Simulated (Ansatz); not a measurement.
Basis-set extrapolation for `[SiH3][SiH2]BCl` (PBE0-D4/def2-TZVP geometry, frozen core, the Gaussian-basis code of Ansatz). Multiplicity 1, RHF reference.

```
                       def2-TZVPP    def2-QZVPP
                 HF  -1065.597712  -1065.629230
    MP2 correlation     -0.541026     -0.585106
CCSD(T) correlation     -0.635318       not run
```

Energies in hartree. Use E(X) = E(∞) + A·exp(−7.88·√X) for Hartree–Fock and E(X) = E(∞) + B·X^(−2.97) for correlation, with X = 3 and 4, and add CCSD(T) minus MP2 of the smaller set to the MP2 limit.

Problem. What is the CCSD(T) energy at the basis-set limit?

Solution. HF limit: -1065.629230 + (-0.031518) × 0.13774 = -1065.63357. MP2 limit: -0.585106 + (-0.044080) × 0.74074 = -0.61776. Higher-order term: -0.635318 − (-0.541026) = -0.09429. Total: -1066.34562 hartree, 3.06 eV below CCSD(T)/def2-TZVPP.
